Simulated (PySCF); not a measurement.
**Spinor energies of Tb²⁹⁺ (terbium, charge +29)**

Start: [Kr]. Calculated with PySCF 2.14 in an even-tempered Gaussian basis (17 s from 2.6 bohr⁻², ratio 2.8; 14 p from 3.4 bohr⁻², ratio 2.8; 9 d from 6 bohr⁻², ratio 2.8; 4 f from 18 bohr⁻², ratio 3): generalised Hartree-Fock with the X2C-1e Hamiltonian and a Gaussian nucleus; spin-orbit coupling (SO) screened by Boettger's factors.

```
spinor shell  electrons  ε, screened SO (eV)  weight of nominal j (screened SO)  rms radius, screened SO (bohr)
       1s1/2          2             -53292.4                              1.000                          0.0245
       2s1/2          2              -9827.6                              1.000                          0.0990
       2p1/2          2              -9375.7                              1.000                          0.0846
       2p3/2          4              -8623.6                              1.000                          0.0911
       3s1/2          2              -3007.9                              1.000                           0.252
       3p1/2          2              -2812.3                              1.000                           0.243
       3p3/2          4              -2649.8                              1.000                           0.256
       3d3/2          4              -2318.8                              1.000                           0.229
       3d5/2          6              -2283.7                              1.000                           0.232
       4s1/2          2              -1297.4                              1.000                           0.534
       4p1/2          2              -1209.9                              1.000                           0.540
       4p3/2          4              -1162.2                              1.000                           0.564
```

```tsv
quantity	screened SO
E (hartree)	-11286.47416
M_J	0
⟨J²⟩	0.000
⟨L²⟩	0.046
⟨S²⟩	0.046
```

Breit and QED terms are absent; they matter most for the inner s and p1/2 levels.

Densities and radii are taken from the X2C orbitals without a picture-change correction, which distorts them close to the nucleus.
